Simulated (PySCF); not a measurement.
`CCOC1=C(F)COCS1`, C6H9FO2S

Molfile (atoms numbered from 1):
```
C6H9FO2S
     RDKit          3D

 19 19  0  0  0  0  0  0  0  0999 V2000
    3.3948    0.3316    0.0565 C   0  0  0  0  0  0  0  0  0  0  0  0
    1.9486    0.2084    0.4763 C   0  0  0  0  0  0  0  0  0  0  0  0
    1.1413    0.2727   -0.6951 O   0  0  0  0  0  0  0  0  0  0  0  0
   -0.1933    0.2301   -0.5047 C   0  0  0  0  0  0  0  0  0  0  0  0
   -0.9100   -0.8680   -0.7612 C   0  0  0  0  0  0  0  0  0  0  0  0
   -0.3007   -2.0085   -1.1126 F   0  0  0  0  0  0  0  0  0  0  0  0
   -2.4026   -1.0212   -0.6981 C   0  0  0  0  0  0  0  0  0  0  0  0
   -3.0851    0.1535   -0.3529 O   0  0  0  0  0  0  0  0  0  0  0  0
   -2.4841    0.8881    0.6614 C   0  0  0  0  0  0  0  0  0  0  0  0
   -0.9634    1.7221    0.0892 S   0  0  0  0  0  0  0  0  0  0  0  0
    4.0535    0.3017    0.9399 H   0  0  0  0  0  0  0  0  0  0  0  0
    3.5604    1.2836   -0.4737 H   0  0  0  0  0  0  0  0  0  0  0  0
    3.6736   -0.4928   -0.6196 H   0  0  0  0  0  0  0  0  0  0  0  0
    1.7630   -0.7538    0.9885 H   0  0  0  0  0  0  0  0  0  0  0  0
    1.6613    1.0218    1.1671 H   0  0  0  0  0  0  0  0  0  0  0  0
   -2.7807   -1.3256   -1.6883 H   0  0  0  0  0  0  0  0  0  0  0  0
   -2.6381   -1.8458    0.0083 H   0  0  0  0  0  0  0  0  0  0  0  0
   -3.1844    1.6759    0.9714 H   0  0  0  0  0  0  0  0  0  0  0  0
   -2.2298    0.2516    1.5297 H   0  0  0  0  0  0  0  0  0  0  0  0
  1  2  1  0
  2  3  1  0
  3  4  1  0
  4  5  2  0
  5  6  1  0
  5  7  1  0
  7  8  1  0
  8  9  1  0
  9 10  1  0
 10  4  1  0
  1 11  1  0
  1 12  1  0
  1 13  1  0
  2 14  1  0
  2 15  1  0
  7 16  1  0
  7 17  1  0
  9 18  1  0
  9 19  1  0
M  END
```

The calculation used UKS CAM-B3LYP/def2-SV(P) four-point reorganisation energy, gas phase in PySCF. Geometry: CAM-B3LYP/def2-SV(P).

The conformer changes in this relaxation, which adds to the reorganisation energy.

**Question.** What is the inner reorganisation energy for hole transfer, with the ionisation energy?

**Answer.** λ = 0.791 (surface of the oxidised species) + 0.550 (surface of the starting species) = 1.341 eV. The ionisation energy is 8.22 eV vertical and 7.43 eV adiabatic without zero-point energy; at the relaxed geometry of the oxidised species the two energies differ by 6.88 eV. Largest bond changes: C4–C5 1.336 → 1.417 Å, S10–C4 1.781 → 1.717 Å, O3–C4 1.349 → 1.290 Å, C9–S10 1.826 → 1.877 Å, C5–F6 1.340 → 1.295 Å. ⟨S²⟩ of the relaxed oxidised species 0.756.
